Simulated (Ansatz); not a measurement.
Geometry optimisation, RKS LDA/def2-SVPD in Ansatz.

Input file:

```yaml
crystal:
  periodic: [false, false, false]
  atoms:
    - { symbol: W, position_ang: [0.324891, -0.17773, -0.134684] }
    - { symbol: H, position_ang: [0.422517, 0.800078, 1.267519] }
    - { symbol: H, position_ang: [1.865196, -0.175904, 0.626635] }
    - { symbol: H, position_ang: [-0.651415, 1.147529, 0.058331] }
    - { symbol: H, position_ang: [-1.062215, -0.274518, 0.828531] }
    - { symbol: H, position_ang: [-0.408261, -1.712339, 0.022273] }
    - { symbol: F, position_ang: [0.408987, 0.392884, -1.898905] }
basis:
  gaussian: { orbitals: def2-SVPD }
hamiltonian:
  xc: lda
relax:
  f_tol: 0.03
  max_steps: 50
```

Launched with:

```bash
$ ansatz run input.yaml --threads 2 --pin off --max-ram 3072MiB --backend cpu --events-out ev --progress --plain --runs-dir out
```

Question: Where does it end, and by what steps?

Answer: It converged. After 3 steps the energy has fallen by 0.007 eV; H2 moved furthest, 0.04 Å.

```csv
step,energy less start (eV),largest force component (eV/Å),accepted
0,0.0000,0.227,yes
1,0.0107,0.242,no
2,-0.0040,0.118,yes
3,-0.0074,0.030,yes
```

```xyz
7
Properties=species:S:1:pos:R:3
W 0.322 -0.181 -0.136
H 0.453 0.783 1.249
H 1.842 -0.159 0.645
H -0.652 1.146 0.060
H -1.066 -0.270 0.827
H -0.405 -1.718 0.023
F 0.406 0.398 -1.898
```

Whether the end is a true minimum wasn't checked by a vibrational analysis.

Run time: 5.3 s on 2 threads of Arm Neoverse V1 (shared host), peak memory 0.15 GiB.
